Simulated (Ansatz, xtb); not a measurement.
**C3H8BF: which of two isomers lies lower**

Structure I: `BC(C)(C)F`, a singlet. Structure II: `BC[C@@H](C)F`, a singlet. Both are isolated molecules in the gas phase, relaxed with r2SCAN-D4/def2-SVP; the shapes shown needn't be the lowest conformers.

I (Å):

```csv
atom,x (Å),y (Å),z (Å)
C,-0.1967,1.5805,1.8469
C,0.4510,0.2458,1.4652
C,0.1159,2.6710,0.8251
B,-1.7356,1.3515,2.0325
F,0.4036,1.9828,3.0625
H,-2.2527,1.4321,3.1184
H,-2.3951,1.0582,1.0631
H,0.0960,-0.1089,0.4863
H,1.5442,0.3829,1.4184
H,0.2435,-0.5309,2.2185
H,-0.3170,3.6359,1.1322
H,-0.2789,2.4119,-0.1686
H,1.2085,2.7991,0.7514
```

II (Å):

```csv
atom,x (Å),y (Å),z (Å)
C,-0.8191,1.5621,0.6801
C,0.5140,1.9055,1.3142
C,1.0244,0.8342,2.2543
B,-2.0897,1.5985,1.5726
F,1.4659,2.0822,0.3051
H,-2.0918,2.1767,2.6374
H,-3.1214,1.1079,1.1785
H,-0.7378,0.6415,0.0735
H,-1.0697,2.3496,-0.0700
H,0.4344,2.8722,1.8472
H,0.3385,0.7036,3.1062
H,1.1118,-0.1271,1.7231
H,2.0163,1.1059,2.6445
```

Task: Which of the two would you expect CCSD(T)/def2-SVP + ΔMP2/def2-TZVPP electronic energies to favour?

Result: Structure II; the calculation gives E(II) − E(I) = −12.6 kJ/mol.

How the difference moves with the method:

| level | geometry | E(II) − E(I) (kJ/mol) | departure from the last row (kJ/mol) | job, with rough time for the two |
| --- | --- | --- | --- | --- |
| GFN2-xTB | GFN2-xTB | −13.0 | −0.4 | optimisation, 0.13 s |
| HF/STO-3G | GFN2-xTB | −11.7 | +0.9 | single point, 0.28 s |
| r2SCAN-D4/def2-SVP//GFN2-xTB | GFN2-xTB | −14.3 | −1.7 | single point, 4.2 s |
| r2SCAN-D4/def2-SVP | r2SCAN-D4/def2-SVP | −14.3 | −1.8 | optimisation, 38 s |
| HF/def2-SVP | r2SCAN-D4/def2-SVP | −16.8 | −4.3 | part of the CCSD(T) run |
| MP2/def2-SVP | r2SCAN-D4/def2-SVP | −13.5 | −1.0 | part of the CCSD(T) run |
| CCSD(T)/def2-SVP | r2SCAN-D4/def2-SVP | −12.7 | −0.1 | single point |
| CCSD(T)/def2-SVP + ΔMP2/def2-TZVPP | r2SCAN-D4/def2-SVP | −12.6 |  | single point, 41 s |

As drawn, both hold the same kinds of bond in the same numbers. Structure I has 2 methyl groups, II 1.

The levels shown agree on the order. The largest departure from CCSD(T)/def2-SVP + ΔMP2/def2-TZVPP is that of HF/def2-SVP, 4.3 kJ/mol. The last row adds to CCSD(T) the change of the MP2 difference between the two basis sets, here +0.1 kJ/mol.

With harmonic frequencies from r2SCAN-D4/def2-SVP (ideal gas, rigid rotor, one conformer each, 298.15 K, 1 atm): on the last row, ΔE + ΔZPE = −10.6 kJ/mol. A mode under 50 cm⁻¹ makes harmonic enthalpies and free energies unreliable, so none is given.

The correlated steps freeze 5 core orbitals. Codes used: Ansatz 0.2.0, xtb 6.7.1; the last row on 2 threads of Arm Neoverse V2 on a shared host.
